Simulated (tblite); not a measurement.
C₇H₆FO (doublet state).
Z-matrix (Å and degrees, GFN2-xTB geometry), rows numbered from 1:
```
C 
C   1  1.3273
C   2  1.4557  1  125.42
C   3  1.3365  2  119.26  1   167.07
F   4  1.3429  3  122.80  2  -179.33
C   3  1.4893  2  119.56  1   -12.50
C   6  1.3915  3  121.57  2   -50.00
C   6  1.3377  3  114.49  2   131.96
O   8  1.1651  6  174.84  3   -72.13
H   1  1.0768  2  122.11  3     1.00
H   1  1.0759  2  121.22  3  -178.73
H   2  1.0822  1  120.06  3   177.82
H   4  1.0799  3  125.16  2     0.52
H   7  1.0707  6  119.93  3    -1.45
H   7  1.0721  6  120.84  3  -179.59
```

Computed values, GFN2-xTB/tblite, gas phase, harmonic and unscaled. Errors from tens to a few hundred cm⁻¹ against measured bands are possible. One conformer, not necessarily the lowest. Open shells enter through the occupations alone, without spin polarisation, and single modes of such species can be off by tens of per cent.

Harmonic wavenumbers (cm⁻¹): 34.6, 99.1, 109.7, 170.1, 203.7, 230.5, 258.2, 284.5, 386.4, 447.1, 478.1, 511.2, 583.3, 598.4, 605.4, 690.2, 752.9, 765.6, 894.4, 933.6, 991.0, 1010.2, 1101.0, 1161.5, 1218.2, 1295.5, 1313.6, 1342.2, 1400.4, 1424.2, 1651.2, 1668.4, 2185.6, 3057.9, 3083.7, 3110.9, 3140.7, 3148.4, 3194.2.

A = 2069, B = 1422, C = 1010 MHz; mass 125.040 u (most abundant isotopes); point group C1, symmetry number 1; spin multiplicity 2.

Q: What is the zero-point energy?

A: ½Σν̃ = 22768 cm⁻¹ = 65.10 kcal/mol.

Q: Entropy at 273.15 K, 1 bar (ideal gas, RRHO, classical rotation)?

A: Translation 39.98, rotation 28.81, vibration 25.52, spin (R ln 2) 1.38: S = 95.7 cal/(mol K).

Q: And Cp and H(273.15 K) − H(0)?

A: Cp = 34.64 cal/(mol K), of which vibrations give 26.69 (their classical limit is 39 R = 77.5); H(273.15 K) − H(0) = 5.89 kcal/mol without the zero-point energy, 3.72 from vibrations.

Q: Blend soft modes into free rotors: weight 1/[1 + (100 cm⁻¹/ν̃)⁴] for the oscillator and the rest for a rotor with moment μB/(μ + B), μ = h/(8π²ν), B = 10⁻⁴⁴ kg m². What vibrational entropy results?

A: 23.58 cal/(mol K) in place of 25.52, which changes −T·S at 273.15 K by +0.53 kcal/mol.

Q: Which modes carry the vibrational entropy at 273.15 K?

A: 34.6 cm⁻¹: 5.37; 99.1 cm⁻¹: 3.30; 109.7 cm⁻¹: 3.10; 170.1 cm⁻¹: 2.27; 203.7 cm⁻¹: 1.94; 230.5 cm⁻¹: 1.72 cal/(mol K); the other 33 give 7.81 together.

Q: How do the functions run with temperature in this model?

A: 
```
 T (K)  S (cal/(mol K))  Cp (cal/(mol K))  H − H(0) (kcal/mol)  G − H(0) (kcal/mol)  ln q(vib)
   150             78.6              23.3                 2.31                -9.48       2.89
   250             92.7              32.6                 5.11               -18.06       5.41
298.15             98.8              36.7                 6.78               -22.68       6.62
   400            110.7              44.3                10.92               -33.36       9.13
   600            130.9              55.2                20.95               -57.58      13.83
   900            155.3              65.2                39.14              -100.65      20.20
```

q(vib) and H(0) count from the zero-point level.

Q: What must be added to the electronic energy to get the Gibbs energy at 273.15 K and 1 bar?

A: ZPE + [H(273.15 K) − H(0)] − T·S = 65.10 + 5.89 − 26.14 = 44.85 kcal/mol.

Hindered rotation and anharmonicity are outside this model. Other conformers, if any are populated, would add a mixing term that is left out. The structure is chiral; the term R ln 2 for an equal mix with its mirror image is left out.
